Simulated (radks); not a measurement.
Values are calculated unless marked as measured or tabulated.
Q: All-electron atom: Nd45+ in [Ne] 3s2 3p3. Level of theory: non-relativistic Kohn-Sham, LDA (Slater exchange, Perdew-Wang correlation), spin-unpolarised, spherical densities, point nucleus; relativity is left out, which matters for an element this heavy (a radial shooting solver on a logarithmic mesh with Libxc functionals). Some entries of the table are withheld. Estimate them.

| orbital | occ. | eigenvalue (eV) | <r^2> (bohr^2) | <1/r> (bohr^-1) |
|---|---|---|---|---|
| 1s | 2 | -44000.35 | 0.0008563 | (1) |
| 2s | 2 | -9221.638 | 0.01331 | 13.95 |
| 2p | 6 | -8924.921 | 0.009894 | 13.94 |
| 3s | 2 | -3693.662 | (2) | 5.792 |
| 3p | 3 | -3583.796 | (3) | 5.749 |

A: 
(1) 1s <1/r> (bohr^-1): 59.43
(2) 3s <r^2> (bohr^2): 0.07350
(3) 3p <r^2> (bohr^2): 0.06697
